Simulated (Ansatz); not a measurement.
Basis sets compared for B(NH2Me)Me3 (C₄H₁₄BN). Charge 0, multiplicity 1. Geometry PBE-D4/def2-SVP. Ansatz on 4 threads of Arm Neoverse V1 on a shared host; times are rough, and most runs start from earlier orbitals.

Cartesian coordinates in Å:
```
B 0.433 0.278 -0.077
C -1.845 -1.122 0.401
C 1.000 -0.065 1.409
C -0.391 1.679 -0.172
C 1.563 0.123 -1.243
N -0.662 -0.943 -0.463
H -0.112 -1.816 -0.499
H -0.955 -0.763 -1.436
H -2.496 -1.948 0.052
H -1.505 -1.331 1.431
H -2.421 -0.179 0.415
H 1.816 0.646 1.662
H 1.449 -1.082 1.495
H 0.251 0.036 2.226
H 0.315 2.527 -0.037
H -1.172 1.812 0.610
H -0.879 1.847 -1.160
H 1.168 0.278 -2.275
H 2.083 -0.864 -1.235
H 2.359 0.886 -1.105
```

Binding counts from free atoms (B doublet, C triplet, N quartet, H doublet) in the same basis, without a counterpoise term.

```tsv
level	functions	energy (Eh)	HOMO (eV)	LUMO (eV)	binding per atom (eV)	wall time
PBE-D4/def2-SVP	154	-239.9724	-5.85	-0.08	4.00	1.8 s
PBE0-D4/def2-SVP	154	-240.0261	-7.22	0.82	3.96	2.4 s
```

Q: Estimate the rows for PBE-D4/def2-TZVP (with forces), PBE0-D4/def2-TZVP.

A: 
| level | functions | energy (Eh) | HOMO (eV) | LUMO (eV) | binding per atom (eV) | wall time |
| --- | --- | --- | --- | --- | --- | --- |
| PBE-D4/def2-TZVP (with forces) | 270 | -240.2363 | -6.04 | -0.57 | 3.97 | 4.3 s |
| PBE0-D4/def2-TZVP | 270 | -240.2816 | -7.34 | 0.27 | 3.92 | 4.8 s |
